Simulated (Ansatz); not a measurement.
Consider the hydrogenolysis of a Ge–C bond: `C[S][GeH2][CH3]` + H₂ → `C[S][GeH3]` + CH₄.

Program: Ansatz. Geometries: PBE0-D4/def2-TZVP. ΔE: electronic, gas phase. CBS: MP2 limit from def2 TZ/QZ plus the TZ coupled-cluster correction, frozen cores. This one scheme is used for every species. DFT in def2-TZVPP. For Ge outer-core shells are correlated without core-valence functions, which leaves a few kJ/mol of doubt a bond. Scalar relativity is left out up to krypton. Each species was taken in one conformer, which may not be the lowest.

`C[S][GeH2][CH3]`:

Z-matrix (Å, degrees):
```
C
S 1 1.814
H 1 1.090 2 106.8
H 1 1.091 2 111.2 3 118.4
H 1 1.090 2 111.7 3 -118.5
Ge 2 2.219 1 99.5 3 -177.0
C 6 1.952 2 111.2 1 -65.5
H 6 1.537 2 105.3 1 173.7
H 6 1.544 2 108.5 1 55.7
H 7 1.092 6 110.0 2 -179.0
H 7 1.091 6 110.5 2 61.2
H 7 1.090 6 109.8 2 -58.9
```

H₂:

```xyz
2

H     0.247    0.009    0.280
H    -0.247   -0.009   -0.280
```

`C[S][GeH3]`:

Cartesian coordinates in Å:
```
C 1.172 0.546 0.859
S -0.077 -0.742 1.123
Ge -1.165 -0.578 -0.795
H 1.805 0.315 0.002
H 1.792 0.570 1.755
H 0.711 1.525 0.727
H -2.287 -1.621 -0.753
H -0.206 -0.855 -1.967
H -1.744 0.840 -0.951
```

CH₄:

Z-matrix (Å, degrees):
```
C
H 1 1.090
H 1 1.090 2 109.5
H 1 1.090 2 109.5 3 -120.0
H 1 1.090 2 109.5 3 120.0
```

```json
{"level": "LDA (SPW92)", "ΔE (kJ/mol)": "-35.7"}
{"level": "r2SCAN-D4", "ΔE (kJ/mol)": "-34.8"}
{"level": "PBE-QIDH", "ΔE (kJ/mol)": "-35.3"}
{"level": "revPBE", "ΔE (kJ/mol)": "-41.3"}
{"level": "BLYP", "ΔE (kJ/mol)": "-45.7"}
{"level": "HF/def2-SVP", "ΔE (kJ/mol)": "-63.8"}
{"level": "SCS-MP2/def2-QZVPP", "ΔE (kJ/mol)": "-31.7"}
{"level": "MP2/CBS(def2)", "ΔE (kJ/mol)": "-24.8"}
```

What does CCSD(T)/CBS give? (Estimate.)

Computed: -31.2 kJ/mol. The listed levels differ from it by -4.5, -3.6, -4.1, -10.1, -14.5, -32.6, -0.5, 6.4 kJ/mol.

Largest T1 diagnostic among the species: 0.011.

Leaving LDA and LC-ωPBE aside and taking each functional with its dispersion term where it has one, the values, not all of them listed here, spread over 15.9 kJ/mol, from B97M-V to revPBE-D4. LDA lies +3.3 kJ/mol from PBE without D4. In def2-TZVPP, CCSD(T) changes the Hartree–Fock value by +24.3 kJ/mol (the triples alone add +4.3 kJ/mol) and MP2 by +30.8 kJ/mol. From BLYP to BHLYP (50 % exact exchange), in def2-TZVPP and without D4, ΔE moves by −3.0 kJ/mol.
